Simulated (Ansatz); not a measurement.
Ansatz results at the PBE0-D4/def2-TZVP geometry: LUMO energy (PBE0/def2-TZVPP) -1.41 eV; HOMO energy (PBE0/def2-TZVPP) -6.85 eV; HOMO–LUMO gap (PBE/def2-TZVPP) 2.77 eV.

Each molecule was computed in one conformer, which needn't be the lowest.

Question: Which molecule gave them?
A. `S[CH]1C=[CH][AlH]1`
B. `[OH][Al]([SH])[CH2]F`
C. `BSCB[SiH3]`
D. `N[Si](O)(O)C=O`

Answer: D. The others give `BSCB[SiH3]`: -2.26, -7.81, 3.45; `[OH][Al]([SH])[CH2]F`: -0.42, -7.85, 5.36; `S[CH]1C=[CH][AlH]1`: -1.49, -6.71, 3.17.
